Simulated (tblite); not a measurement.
Compound: C₃H₄F₃NSi.
SMILES with atom numbers: `[N:1]#[C:2][C@H:3]([SiH3:4])[C:5]([F:6])([F:7])[F:8]` (hydrogens: H9 on C3; H10, H11, H12 on Si4)

The geometry is computed with GFN2-xTB (gas phase).

(1) Give the optimised bond lengths and angles.

## Answers

(1) 
```json
{"bond": "N1≡C2", "length (bohr)": "2.159", "order": "triple"}
{"bond": "C2–C3", "length (bohr)": "2.709", "order": "single"}
{"bond": "C3–Si4", "length (bohr)": "3.668", "order": "single"}
{"bond": "C3–C5", "length (bohr)": "2.847", "order": "single"}
{"bond": "C5–F6, C5–F7, C5–F8", "length (bohr)": "2.537", "order": "single"}
{"bond": "C3–H9", "length (bohr)": "2.067", "order": "single"}
{"bond": "Si4–H10, Si4–H11, Si4–H12", "length (bohr)": "2.757", "order": "single"}
```

Bonds in one row agree within 0.02 bohr and their mean is given. Orders are formal, as drawn. A selection of angles:
```json
{"angle": "N1–C2–C3", "degrees": "177.8"}
{"angle": "C2–C3–Si4", "degrees": "109.7"}
{"angle": "C2–C3–C5", "degrees": "110.3"}
{"angle": "C2–C3–H9", "degrees": "109.1"}
{"angle": "Si4–C3–C5", "degrees": "109.3"}
{"angle": "Si4–C3–H9", "degrees": "110.8"}
{"angle": "C5–C3–H9", "degrees": "107.6"}
{"angle": "C3–Si4–H10", "degrees": "107.3"}
{"angle": "C3–Si4–H11", "degrees": "104.1"}
{"angle": "C3–Si4–H12", "degrees": "105.6"}
{"angle": "H10–Si4–H11", "degrees": "112.7"}
{"angle": "C3–C5–F6", "degrees": "111.2"}
{"angle": "C3–C5–F7", "degrees": "113.7"}
{"angle": "F6–C5–F7", "degrees": "106.0"}
{"angle": "F7–C5–F8", "degrees": "106.6"}
```

Torsions: C2–C3–C5–F6 -179° (antiperiplanar).

Of the pairs four or more bonds apart, F6···H12 is among the closest relative to their van der Waals radii: 2.78 Å, 104 % of the sum of Bondi's values. The C–C distances run from 1.433 Å (C2–C3, drawn single) to 1.506 Å (C3–C5, drawn single), a spread of 0.073 Å. Si4 (SiH3 silicon) is distorted tetrahedral (angles from 104.1° to 113.5°).

Point group: C1 (no symmetry element, even within 0.4 Å). Its GFN2-xTB frequencies are all real (lowest 40 cm⁻¹).
